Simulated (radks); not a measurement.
Species: Tc IV. Configuration: [Kr] 4d4 (the NIST ground configuration). Method: Dirac Kohn-Sham, PBE, spin-unpolarised, spherical densities, point nucleus; open shells fill j = l - 1/2 first; computed with a radial shooting solver on a logarithmic mesh with Libxc functionals.

Normalised radial functions P(r) = r R(r) (large component), r in bohr:

r,3d3/2,4s1/2,4p1/2
0.005056,0.0003,0.1428,0.0128
0.007543,0.0009,0.1850,0.0243
0.01125,0.0027,0.2239,0.0458
0.01679,0.0080,0.2404,0.0845
0.02504,0.0228,0.2027,0.1487
0.03736,0.0624,0.0742,0.2401
0.05574,0.1596,-0.1483,0.3349
0.08315,0.3695,-0.3649,0.3565
0.124,0.7428,-0.3426,0.1837
0.1851,1.2305,0.0821,-0.2141
0.2761,1.5802,0.5765,-0.5529
0.4118,1.4590,0.3895,-0.3338
0.6144,0.8828,-0.5380,0.4588
0.9166,0.3085,-1.1337,1.0464
1.367,0.0510,-0.7870,0.8483
2.04,0.0029,-0.2313,0.3223
3.043,0.0000,-0.0248,0.0514
4.54,0.0000,-0.0007,0.0025

3d3/2: eigenvalue -282.66 eV, 0 radial nodes, <r> = 0.397 bohr, 90 % of the charge inside 0.633 bohr. 4s1/2: eigenvalue -103.48 eV, 3 radial nodes at r = 0.0434, 0.175, 0.496 bohr, <r> = 1.05 bohr, 90 % of the charge inside 1.53 bohr. 4p1/2: eigenvalue -77.283 eV, 2 radial nodes at r = 0.152, 0.496 bohr, <r> = 1.14 bohr, 90 % of the charge inside 1.68 bohr.
